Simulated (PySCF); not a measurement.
Chromium: a sound run and one with changed settings

Sound run: Cr⁺ [Ar] 3d5, Cr²⁺ [Ar] 3d4. Calculation: PySCF 2.14, in aug-cc-pVDZ-DK; scalar relativity by spin-free X2C-1e. In the sound run the correlated levels freeze [Ar]. The sound run starts from symmetry-adapted Hartree-Fock orbitals and uses a fine grid where one is needed.

Changed run: no relativity, point nucleus. This setting is unsound on purpose.

| species | method | sound run (hartree) | changed run (hartree) | converged |
| --- | --- | --- | --- | --- |
| Cr⁺ | UHF | -1049.43264 | -1040.39301 | yes |
| Cr⁺ | BP86 | -1050.66225 | -1041.62618 | yes |
| Cr⁺ | PBE | -1050.28442 | -1041.24847 | yes |
| Cr⁺ | MP2 | -1049.49879 | -1040.45870 | yes |
| Cr²⁺ | UHF | -1048.87917 | -1039.83497 | yes |
| Cr²⁺ | BP86 | -1050.03308 | -1040.99289 | yes |
| Cr²⁺ | PBE | -1049.65557 | -1040.61545 | yes |
| Cr²⁺ | MP2 | -1048.91110 | -1039.86669 | yes |

Ionisation energy of Cr⁺:

| method | sound run (eV) | changed run (eV) |
| --- | --- | --- |
| UHF | 15.061 | 15.185 |
| BP86 | 17.121 | 17.233 |
| PBE | 17.112 | 17.225 |
| MP2 | 15.992 | 16.109 |
| SCS-MP2 | 15.371 | 15.493 |

Most of the change in total energy is the relativistic energy itself. On top of that the contraction fixes the core shape for the Hamiltonian it was made with, so the changed run is not a good calculation with the other Hamiltonian either.

For comparison, NIST gives 16.486 eV between the lowest levels.
